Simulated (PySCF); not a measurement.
C9H6N4. Atoms are numbered in the order given.

```xyz
19

C     -0.7229    -2.6655     0.0000
C     -1.7044    -1.6922     0.0000
C     -1.3625    -0.3214     0.0000
N     -2.3124     0.6221     0.0000
C     -1.9386     1.8987     0.0000
C     -0.6175     2.3229     0.0000
C      0.4093     1.3615     0.0000
N      1.7038     1.6880     0.0000
C      2.5821     0.6806     0.0000
N      2.3194    -0.6089     0.0000
C      1.0143    -0.9771     0.0000
C      0.6312    -2.3174     0.0000
N      0.0079     0.0100     0.0000
H     -1.0074    -3.7203     0.0000
H     -2.7685    -1.9212     0.0000
H     -2.7474     2.6389     0.0000
H     -0.3276     3.3717     0.0000
H      3.6420     0.9660     0.0000
H      1.4321    -3.0543     0.0000
```
Charge 0, spin multiplicity 1.

The structure is a stationary point at B3LYP-D3(BJ)/def2-SVP.

Calculation: HF/def2-SVP (PySCF).

The molecule is in vacuum.

**Question.** Estimate the frontier levels, gap, dipole moment and polarisability. (The exact figures need the calculation; the answer reports its results.)

**Answer.** 
The highest occupied level is -7.32 eV. The lowest empty level is 1.19 eV and the orbital gap is 8.50 eV. The dipole moment is 1.35 D, the quadrupole, principal values (traceless, Buckingham form, about the centre of nuclear charge) is -7.38, -4.01, 11.39 D·Å and the mean static polarisability is 117.8 bohr³ (17.45 Å³). The polarisability, principal values is 49.0, 148.2, 156.1 bohr³.
